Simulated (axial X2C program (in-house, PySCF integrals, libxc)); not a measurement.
**Potential curves of NaBr⁺, 2c**

Calculated with an axial X2C code built on PySCF integrals. Two-component (2c) means X2C with spin–orbit coupling and atomic mean-field two-electron Coulomb and Gaunt terms. Basis: Br dyall-cv3z [8s9p6d4f1g], Na dyall-cv3z [9s8p5d2f] (cores contracted in-house); Gaussian nuclei, density fitting, unrestricted open shells. Masses: Br 78.918 u, Na 22.990 u.

State: Ω = 3/2 (⟨Sz⟩ = 0.50, ⟨Lz⟩ = 1.00 at HF). Energies in eV from the fragments at the same level (Br + Na+). Fits are polynomials in 1 − R0/R over 0.85 to 1.23 times the lowest point R0.

```tsv
R (Å)	HF
2.5421	0.0087
2.6590	-0.1039
2.7467	-0.1526
2.8343	-0.1798
2.9220	-0.1915
3.0243	-0.1918
3.1265	-0.1824
3.2580	-0.1621
3.4187	-0.1317
3.6525	-0.0865
```

The state is a single determinant with fixed occupations, the lowest that a limited PBE0 search found. De is counted from the lowest determinant-based energies of the atoms at the same level, without counterpoise correction. Other states lie close and PBE0, whose exact exchange favours high spin, may order them wrongly; the determinant shown need not be the ground state. The nearest other 2c determinant of the search, Ω = 1/2, lies 0.24 eV up at the distance of the search. The atomic limit has a lower orbital projection than the molecule and lies lower at mean-field level, so De may be about a tenth of an eV too small.

**Question.** What are Re, ωe and De at the HF level?

**Answer.** At HF, 2c: Re = 2.973 Å, ωe ≈ 132 cm⁻¹, De = 0.19 eV to Br + Na+; Be follows as 0.107 cm⁻¹.
